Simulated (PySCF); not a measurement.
Match the calculated data to a structure.

| technique | computed result |
| --- | --- |
| 13C NMR | chemical shifts (computed TMS as zero) by class: 70.9 (1 C), 28.0 (1 C), 26.9 (1 C) ppm [GIAO PBE0/pcSseg-1] |
| 1H NMR | chemical shifts (computed TMS as zero) by class: 6.76 (1 H), 6.27 (1 H), 4.36 (1 H), 4.18 (1 H), 3.78 (1 H), 3.76 (1 H), 3.65 (1 H), 1.25 (3 H), 1.23 (3 H) ppm [GIAO PBE0/pcSseg-1] |
| NMR, other nuclei | isotropic shieldings of nuclei other than C and H, by class: 270 (1 O), 426 (1 F), 287 (1 Si), 333 (1 Si), 454 (1 Si), 461 (1 Si) ppm [GIAO PBE0/pcSseg-1] |
| Dipole | 1.21 D [PBE0/pcSseg-1] |
| Rotational structure | rotational constants A, B, C: 1.102, 0.599, 0.475 GHz [GFN2-xTB] |

Electronic properties: PySCF, gas phase, density fitting. Levels stand in brackets. Isolated species at its GFN2-xTB geometry (one conformer only). NMR classes are plain means over equivalent atoms (diastereotopic ones count apart unless rotation or inversion swaps them), as if these changed places fast.

Task: Which candidate is it?
A. `C=C(C[SiH3])C(F)=C(F)F`
B. `C/C(=C\C=O)C(F)=C=O`
C. `CC(C)O[Si@@H]1[SiH2][SiH2][Si@@H]1F`
D. `F[C@@H]1[SiH2][SiH2]C[C@@H](O[SiH3])[SiH2]1`

Result: C. It is `CC(C)O[Si@@H]1[SiH2][SiH2][Si@@H]1F`. Numbering: `[CH3:1][CH:2]([CH3:3])[O:4][Si@@H:5]1[SiH2:6][SiH2:7][Si@@H:8]1[F:9]`. Its formula, C3H13FOSi4, gives 1 degree of unsaturation: 1 ring and 0 π bonds in the structure found. 3 carbons fall into 3 classes; from least to most shielded: chain sp3 carbon bound to oxygen [C2] (70.9 ppm), methyl carbon [C1] (28.0 ppm), methyl carbon [C3] (26.9 ppm). Hydrogen classes from least to most shielded: 1 H on a fluorine-bound silicon, Si8 (6.76 ppm), 1 H on an oxygen-bound silicon, Si5 (6.27 ppm), 1 H on an SiH2 silicon, Si6 (4.36 ppm), 1 H on an SiH2 silicon, Si7 (4.18 ppm), 1 H on an SiH2 silicon, Si7 (3.78 ppm), 1 H on an SiH2 silicon, Si6 (3.76 ppm), 1 H on an sp3 carbon bound to oxygen, C2 (3.65 ppm), 3 H on a methyl carbon, C3 (1.25 ppm, a mean of values up to 0.8 ppm apart in this geometry), 3 H on a methyl carbon, C1 (1.23 ppm). The other shieldings belong to: 270 ppm, silyl ether oxygen [O4]; 426 ppm, silicon-bound fluorine [F9]; 287 ppm, fluorine-bound silicon [Si8]; 333 ppm, oxygen-bound silicon [Si5]; 454 ppm, SiH2 silicon [Si7]; 461 ppm, SiH2 silicon [Si6]. The optimised geometry has point group C1 and is an asymmetric top.

The others, at the same levels:
- `F[C@@H]1[SiH2][SiH2]C[C@@H](O[SiH3])[SiH2]1` fails: its computed 13C shifts are 79.3 (1 C), 66.3 (1 C), 19.0 (1 C) ppm, 1H shifts are 5.77 (1 H), 4.84 (3 H), 4.65 (1 H), 4.42 (1 H), 4.20 (1 H), 4.15 (1 H), 4.04 (1 H), 3.98 (1 H), 3.91 (1 H), 2.16 (1 H), 1.02 (1 H) ppm and rotational constant A is 1.028 GHz (against 1.102 GHz).
- `C/C(=C\C=O)C(F)=C=O` fails: it has 5 hydrogens where the 1H data count 13; its computed 13C shifts are 249.6 (1 C), 191.0 (1 C), 152.3 (1 C), 130.1 (1 C), 120.9 (1 C), 20.8 (1 C) ppm, 1H shifts are 10.04 (1 H), 6.41 (1 H), 2.34 (3 H) ppm and rotational constant A is 3.451 GHz (against 1.102 GHz).
- `C=C(C[SiH3])C(F)=C(F)F` fails: it has 7 hydrogens where the 1H data count 13; its computed 13C shifts are 168.5 (1 C), 141.0 (1 C), 139.1 (1 C), 118.5 (1 C), 17.4 (1 C) ppm, 1H shifts are 5.68 (1 H), 5.35 (1 H), 3.92 (3 H), 2.05 (2 H) ppm and rotational constant A is 1.718 GHz (against 1.102 GHz).

Each candidate is one conformer, not necessarily the lowest. Dipoles, sizes and rotational constants follow the conformer. The torsions of the flexible species, by atom-mapped SMILES:
- `[CH3:1][CH:2]([CH3:3])[O:4][Si@@H:5]1[SiH2:6][SiH2:7][Si@@H:8]1[F:9]`: C1–C2–O4–Si5 -142°, C2–O4–Si5–Si6 40°
- `[CH3:1]/[C:2](=[CH:3]\[CH:4]=[O:5])[C:6]([F:7])=[C:8]=[O:9]`: C2–C3–C4–O5 -1°, C1–C2–C6–F7 180°
- `[CH2:1]=[C:2]([CH2:3][SiH3:4])[C:5]([F:6])=[C:7]([F:8])[F:9]`: C1–C2–C3–Si4 98°, C1–C2–C5–F6 -3°

The conformers of `F[C@@H]1[SiH2][SiH2]C[C@@H](O[SiH3])[SiH2]1` aren't listed.
